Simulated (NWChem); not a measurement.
# C2H7BO; SMILES BOCC

```xyz
11

B     -0.2421     1.8099    -0.2121
H     -0.0409     1.8613    -1.4104
H     -0.6979     2.7382     0.4138
O      0.0420     0.6955     0.4732
C      0.5674    -0.4735    -0.1271
C     -0.4120    -1.6181    -0.0077
H      0.8147    -0.2709    -1.1843
H      1.5064    -0.7159     0.3972
H     -1.3360    -1.4073    -0.5672
H      0.0297    -2.5430    -0.4081
H     -0.6807    -1.7904     1.0451
```
Atoms are numbered in this order, from 1.

Results from NWChem. All runs use the structure optimised with PBE0/def2-SVP. Isolated, static molecule.

GIAO at PBE0/pcSseg-1: principal shieldings of O4 are -129.5, 62.5, 332.8 ppm; an isolated water molecule has σ = 334.6 ppm at the same levels.

### Question
Find the isotropic 17O shift, its principal values, the span and the skew.

### Answer

1. σ(iso) = one third of the sum = 88.6 ppm.
2. δ = σ(reference) − σ = 246.0 ppm against water.
3. δ11, δ22, δ33 = 464.1, 272.1, 1.8 ppm.
4. Span Ω = δ11 − δ33 = 462.3 ppm; skew κ = 3(δ22 − δ(iso))/Ω = 0.17.
